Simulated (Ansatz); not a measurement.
The cluster Mg₂F₄, relaxed as a singlet with RKS PBE0-D4/def2-SVP in Ansatz, starting from the GFN1-xTB geometry. Force threshold 0.02 eV/Å.

Another isomer (singlet) lies 0.64 eV lower at PBE0-D4/def2-TZVP; other spin states weren't run for this one.

Start:

```xyz
6

Mg   -0.3723   -0.6679   -0.4550
Mg    0.7421    1.1606    0.9424
F    -0.3511    1.6054   -0.3688
F    -0.4181   -0.1582    1.4438
F    -1.0958   -1.8284   -1.4390
F     1.4953   -0.1116   -0.1233
```

```
step  energy (eV)  largest force component (eV/Å)  SCF passes
   1  -21736.7635                           2.115          25
   2  -21736.8988                           1.055          29
   3  -21736.9811                           0.283          29
   4  -21737.0069                           0.018          27
```

Force components are those of the run's own axes.

End:

```xyz
6

Mg   -0.363   -0.568   -0.466
Mg    0.749    1.167    0.962
F    -0.413    1.469   -0.455
F    -0.410   -0.170    1.530
F    -1.147   -1.787   -1.477
F     1.585   -0.112   -0.093
```

By distances, no bond broke or formed. The bond that changes most is Mg1–F3, from 2.28 to 2.04 Å (atoms count from 1).

No frequencies were taken in this run, so the end may be a saddle point.

Hardware: 4 threads of Arm Neoverse V2 on a shared host. Wall time 4.9 s.
